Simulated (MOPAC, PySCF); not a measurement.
Constitutional and geometric isomers with formula H4O2Si2. All species are isolated molecules in the gas phase. One relaxed conformer stands for each flexible species; it need not be the lowest. Strings in code marks are SMILES.

Quantity: vertical ionisation energy (energy after one electron is removed minus that of the parent at the parent's geometry), in eV.

Level 1: r2SCAN-D4/def2-TZVP (PySCF)
Level 2: PBE/6-31G* // r2SCAN-D4/def2-TZVP (PySCF)
Level 3: minus the HOMO energy of HF/6-31G* // r2SCAN-D4/def2-TZVP (PySCF)
Level 4: minus the HOMO energy of PM3 // r2SCAN-D4/def2-TZVP (MOPAC)

```csv
species,level 2,level 3,level 4
"`O/[SiH]=[SiH]\O` (H–O–Si–Si torsion 52°, Si–Si–O–H torsion -118°)",7.51,7.37,7.38
`O=[Si](O)[SiH3]` (Si–Si–O–H torsion 0°),9.80,11.31,8.74
"`O/[SiH]=[SiH]/O` (H–O–Si–Si torsion -58°, Si–Si–O–H torsion 58°)",7.45,7.36,7.41
```

Question: What does level 1 give for each, and how far do the other levels lie from it on average?

Answer: 
- `O/[SiH]=[SiH]\O` (H–O–Si–Si torsion 52°, Si–Si–O–H torsion -118°): 7.61
- `O=[Si](O)[SiH3]` (Si–Si–O–H torsion 0°): 9.98
- `O/[SiH]=[SiH]/O` (H–O–Si–Si torsion -58°, Si–Si–O–H torsion 58°): 7.55
Mean absolute difference from level 1, which has limits of its own, over these rows (drawn at random from the members that have all these levels): level 2 0.131 eV, level 3 0.59 eV, level 4 0.54 eV.
